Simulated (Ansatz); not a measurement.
A run for Ansatz (a program for electronic structure): U-CCSD(T)/cc-pV(T+d)Z on OSi (SMILES O=[Si]), 2S+1 = 1, a spin state set in the input, which need not be the lowest, at the other state's geometry. Files ending in .json are basis or fitting sets from the Basis Set Exchange.

Ansatz 0.2 input:
```yaml
crystal:
  periodic: [false, false, false]
  atoms:
    - {symbol: O, position_ang: [-0.00000000, -0.00000000, -1.00159084]}
    - {symbol: Si, position_ang: [0.00000000, 0.00000000, 0.57233762]}
basis:
  gaussian:
    orbitals: cc-pV_T+d_Z.json
correlation: {method: ccsd_t, electrons: outside_noble_gas}
scf: {omitted_lower_state_checks: [cluster_reference]}
magnetization: {spin_polarized: true, initial_magnetization: 0}
```

The head of its log:

```
WARN ansatz: RAYON_NUM_THREADS=1 ignored (pool sized by the plan → 1); use --threads N
Functional definition: HF
these checks for a lower state are left out or cut short: cluster_reference
integrals: 0.06 GiB planned
427 factors; integrals over basis functions are off by at most 1.3e-3 eV
mean field: 0.11 GiB planned
mean field evaluation 1: about -9895.3153 eV, gradient 3.5e1 eV
mean field evaluation 2: about -9895.3182 eV, gradient 3.5e1 eV
mean field evaluation 4: about -9900.3823 eV, gradient 2.0e0 eV
mean field evaluation 8: about -9900.4233 eV, gradient 1.3e-4 eV
mean field evaluation 16: about -9897.5161 eV, gradient 9.5e-4 eV
mean field evaluation 32: about -9900.0497 eV, gradient 2.2e0 eV
mean field evaluation 64: about -9900.4211 eV, gradient 1.7e-1 eV
mean field -9900.42327922 eV, -363.8338447634 hartree, gradient 1.6e-6 eV, S^2 0.000000; 9 other end points of the search recorded, 0 dependent functions left out
6 core orbitals not correlated
reference -9900.42327922 eV, -363.8338447634 hartree; 5, 5 occupied and 58, 58 virtual orbitals, 427 factors
```

Task: Predict the final total energy.

Result: -364.1961 hartree (reference determinant -363.8338, T1 diagnostic 0.030).
